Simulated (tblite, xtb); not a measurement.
Cl6OSi2, charge -1, doublet, geometry from GFN2-xTB (a state made from the parent by changing its charge; the spin is typed, not shown lowest). Base run: GFN1-xTB in xtb.

Geometry (Å):
```xyz
9

Cl     2.2204    -0.8246    -1.7564
Si     1.7017     0.6466    -0.1572
Cl     2.1462    -0.5988     1.4217
Cl     1.2714     2.4475     1.0893
O      0.0518     0.4193    -0.4447
Si    -1.3461    -0.2492    -0.1737
Cl    -2.6311     0.5911    -1.4891
Cl    -2.0109     0.1019     1.6976
Cl    -1.3133    -2.2418    -0.4812
```
Charge -1, spin multiplicity 2.
All else is at xtb's defaults.
Base energy -34.63662 Eh.

Programs used: tblite, xtb; a row that names a program was run with it.

Each row names what was changed in the base input (with any setting that the change needs).

| change | ΔE vs base (kcal/mol) | G_solv (kcal/mol) | SCF cycles |
|---|---|---|---|
| base | 0.000 | - | 11 |
| program = tblite; method = gfn1 | 0.000 | - | - |
| alpb = ch2cl2 | -43.87 | -44.11 | 10 |
| acc = 1000 | 0.004 | - | 6 |
| alpb = benzene | -39.94 | -40.07 | 10 |
| alpb = dmso | -46.71 | -46.94 | 10 |

ALPB and GBSA are two models with their own fitted parameters for each solvent, which aren't always the measured dielectric constant.
